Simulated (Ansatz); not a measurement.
Task: Name a neutral molecule of C, N, S, Si and H with HOMO energy (PBE0/def2-TZVPP) between -7.00 and -6.70 eV and LUMO energy (ωB97M-V/def2-TZVPP) between 0.65 and 0.95 eV (Ansatz, PBE0-D4/def2-TZVP geometry).

Result: `C/N=C\[SiH2]S` (-6.86 eV, 0.69 eV). Other molecules can fit too; these were computed, each in one conformer that needn't be the lowest.
